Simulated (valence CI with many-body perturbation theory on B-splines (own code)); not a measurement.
**Level structure of Sr VIII**

Level of theory: relativistic CI+MBPT: three valence electrons over a frozen Dirac-Fock core [Ar] 3d10, a basis of 11 s, 11 p, 10 d, 8 f, 5 g, 2 h functions for each j, with the one-electron correlation potential Σ1, the two-electron term Σ2, the three-electron term Σ3, Breit, model QED; selected CI, second order for the rest, scaled by the run's own slope (own B-spline code, finite nucleus).

Against 9 measured levels this calculation errs by 132 cm⁻¹ on average and by 214 at most. These come from a selection out of Sansonetti, J. Phys. Chem. Ref. Data 41, 013102 (2012). Levels without a partner in it may be off by more.

Levels 46 to 90 of 176, with energies above the lowest level, 4s2 4p 2P°_1/2. "Leading %" is the weight of the configuration and term that name the level; weights of strongly mixed levels are sums over their largest components and can fall short. Lifetimes count E1, E2, E3, M1 and M2 decay at the calculated energies, and are blank where another channel may lead or the interval is too uncertain; long ones can be off by a factor of two.

```csv
No.,Configuration,Term,J,E (cm⁻¹),Leading %,g,Second component,Lifetime
46,4s 4p 5s,4P°,1/2,559520,96,2.623,,32.5 ps
47,4s 4p 5s,4P°,3/2,563380,94,1.714,,31.8 ps
48,4s 4p 5s,4P°,5/2,572570,99,1.601,,33.3 ps
49,4s 4p 5s,2P°,1/2,573440,95,0.706,,25.3 ps
50,4s 4p 5s,2P°,3/2,583120,93,1.351,4 % 4s 4p 5s 4P°,22.7 ps
51,4s2 5d,2D,3/2,584940,95,0.799,,171 ps
52,4s2 5d,2D,5/2,585650,95,1.200,,178 ps
53,4p2 4d,4F,3/2,589630,85,0.455,6 % 4s 4p 4f 4F,163 ps
54,4p2 4d,2F,5/2,591040,81,0.882,7 % 4s 4p 4f 2F,529 ps
55,4p2 4d,4F,5/2,592740,84,1.049,6 % 4s 4p 4f 4F,170 ps
56,4p2 4d,2F,7/2,595420,63,1.150,12 % 4p2 4d 4F,408 ps
57,4p2 4d,4F,7/2,596950,70,1.253,12 % 4p2 4d 4D,194 ps
58,4p2 4d,4F,9/2,600700,75,1.294,15 % 4p2 4d 2G,209 ps
59,4p2 4d,4D,3/2,602310,51,1.207,38 % 4p2 4d 2P,86.9 ps
60,4p2 4d,4D,1/2,602610,83,0.080,11 % 4p2 4d 2P,127 ps
61,4p2 4d,4D,5/2,606930,80,1.330,7 % 4p2 4d 4F,125 ps
62,4p2 4d,2P,3/2,608570,55,1.268,36 % 4p2 4d 4D,66.7 ps
63,4p2 4d,2G,7/2,610250,56,1.006,15 % 4p2 4d 4D,283 ps
64,4p2 4d,4D,7/2,612740,60,1.293,15 % 4p2 4d 2F,199 ps
65,4p2 4d,2G,9/2,615090,64,1.151,15 % 4p2 4d 4F,497 ps
66,4p2 4d,2P,1/2,617190,83,0.617,10 % 4p2 4d 4D,53.5 ps
67,4s 4p 5p,4D,1/2,621600,63,0.250,30 % 4s 4p 5p 2P,62.8 ps
68,4s 4p 5p,4D,3/2,625150,63,1.246,28 % 4s 4p 5p 2P,62.1 ps
69,4s 4p 5s,2P°,1/2,626490,94,0.672,,18.1 ps
70,4s 4p 5s,2P°,3/2,627140,94,1.337,,20.0 ps
71,4p2 4d,2D,5/2,628520,55,1.267,21 % 4p2 4d 4P,24.3 ps
72,4s 4p 5p,2P,3/2,629090,25,1.409,24 % 4s 4p 5p 4P,59.6 ps
73,4s 4p 5p,4P,1/2,629780,38,1.425,38 % 4s 4p 5p 2P,68.4 ps
74,4s 4p 5p,4P,1/2,630640,47,1.673,22 % 4s 4p 5p 2P,76.5 ps
75,4s 4p 5p,4D,5/2,631610,85,1.390,8 % 4s 4p 5p 4P,64.1 ps
76,4p2 4d,2D,3/2,631620,45,1.075,17 % 4p2 4d 4P,23.9 ps
77,4p2 4d,4P,5/2,632030,44,1.269,18 % 4p2 4d 2F,20.1 ps
78,4s 4p 5p,4P,3/2,634980,41,1.489,19 % 4p2 4d 4P,51.3 ps
79,4s 4p 4f,2F,5/2,636520,22,1.129,19 % 4p2 4d 4P,22.7 ps
80,4s 4p 4f,2F,7/2,636760,46,1.142,45 % 4p2 4d 2F,22.5 ps
81,4p2 4d,4P,1/2,636980,80,2.552,9 % 4s 4p 5p 4P,15.9 ps
82,4p2 4d,4P,3/2,637620,47,1.532,18 % 4s 4p 5p 4P,20.9 ps
83,4s2 6s,2S,1/2,639240,94,2.010,,34.5 ps
84,4s 4p 5p,4D,7/2,640220,96,1.427,,66.0 ps
85,4s 4p 5p,2D,3/2,640890,64,1.051,12 % 4s 4p 5p 4S,56.9 ps
86,4s 4p 5p,4P,5/2,640960,68,1.520,10 % 4s 4p 5p 4D,52.8 ps
87,4s 4p 5p,4S,3/2,645430,68,1.782,10 % 4s 4p 5p 2P,75.9 ps
88,4p2 4d,2D,3/2,648610,76,0.846,7 % 4s 4p 5p 2D,64.4 ps
89,4s 4p 5p,2D,5/2,648820,83,1.246,11 % 4s 4p 5p 4P,62.4 ps
90,4s 4p 4f,4G,5/2,650780,74,0.687,19 % 4s 4p 4f 4F,32.4 ps
```

Names give the largest LS component (configuration and term), which can be under half, so a name can repeat, a term be missing and a line seem to break the LS rules; names also repeat where a configuration has a term twice.

Where two levels of one J and parity lie close, their mixing, g and order are uncertain.
